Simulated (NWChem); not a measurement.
CHBr$_{2}$Cl; SMILES ClC(Br)Br

```xyz
5

Cl     2.0821    -0.0931     0.0000
C      0.4125     0.4963     0.0000
Br    -0.5471    -0.0428    -1.6151
Br    -0.5471    -0.0428     1.6151
H      0.4291     1.5981     0.0000
```
Atoms are numbered in this order, from 1.

Results from NWChem. Pople sets run with spherical d functions. Medium grid unless said otherwise, to which SCAN and Minnesota functionals are sensitive. Structure relaxed at the PBE-D3(BJ)/def2-SVP level.

For level SCAN/6-31G*:

highest occupied level (eV): -7.32
orbital gap (eV): 4.61

Problem. What are these values for level PBE/6-31G*?

Solution. highest occupied level (eV): -6.94
orbital gap (eV): 4.14
